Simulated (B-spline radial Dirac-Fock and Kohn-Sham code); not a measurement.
Auger decay of the 3d3/2 hole in Lu⁷⁺

System: the Lu⁷⁺ ion, configuration [Kr] 4d10 4f13 5s2 5p3.

The run's input, task.json:

```json
{"items": [{
  "Z": 71,
  "q": 7,
  "cfg": [[1, 0, 2], [2, 0, 2], [2, 1, 6], [3, 0, 2], [3, 1, 6], [3, 2, 10], [4, 0, 2], [4, 1, 6], [4, 2, 10], [4, 3, 13], [5, 0, 2], [5, 1, 3]],
  "A": 175,
  "rrms": 5.37,
  "do": ["binding", "quiet", "decay"],
  "holes": ["K", "L1", "L2", "L3", "M1", "M2", "M3", "M4", "M5", "N1", "N2", "N3", "N4", "N5"]
}]}
```

Launch: `python xray_run.py task.json out`

These are calculated numbers from a radial atomic solver; the model is a relativistic independent-particle model: LDA orbitals of the hole state, radiative multipoles to third order, Auger rates from the Coulomb interaction with a continuum orbital, Dirac-Fock energies. Kinetic energies are configuration averages from the vacuum level; the two-hole energies are estimated from single-hole states.

| transition | kinetic energy (eV) | width (meV) | share (%) |
| --- | --- | --- | --- |
| M4-N2N3 | – | 11.3 | 0.7 |
| M4-N1N4 | 772.6 | 77.3 | 5.1 |
| M4-N1N5 | 782.7 | 9.53 | 0.6 |
| M4-N2N4 | – | 67.1 | 4.5 |
| M4-N2N5 | – | 5.23 | 0.3 |
| M4-N3N4 | 921.9 | 140 | 9.3 |
| M4-N3N5 | 933.8 | 5.11 | 0.3 |
| M4-N1N6 | 976.1 | 25.5 | 1.7 |
| M4-N1N7 | 977.9 | 7.67 | 0.5 |
| M4-N2N6 | – | 16.0 | 1.1 |
| M4-N2N7 | – | 7.95 | 0.5 |
| M4-N4N4 | 1078.3 | 122 | 8.1 |
| M4-N4N5 | 1087.8 | 247 | 16.4 |
| M4-N3N6 | 1126.0 | 8.31 | 0.6 |
| M4-N4O1 | 1247.3 | 13.4 | 0.9 |
| M4-N4O2 | 1276.4 | 5.78 | 0.4 |
| M4-N4N6 | 1283.7 | 104 | 6.9 |
| M4-N4N7 | 1284.2 | 129 | 8.6 |
| M4-N4O3 | 1285.7 | 12.0 | 0.8 |
| M4-N5N6 | 1292.5 | 111 | 7.3 |
| M4-N5N7 | 1295.1 | 5.93 | 0.4 |
| M4-N6N6 | 1486.3 | 86.1 | 5.7 |
| M4-N6N7 | 1488.0 | 251 | 16.7 |
| M4-N7N7 | 1489.8 | 5.33 | 0.4 |

A dash stands for an energy that rests on an unreliable hole state.

The listed channels hold 98 % of the non-radiative rate. Summed by principal shells, of 1.51 eV in all: MNN 97.1 %, MNO 2.9 %.
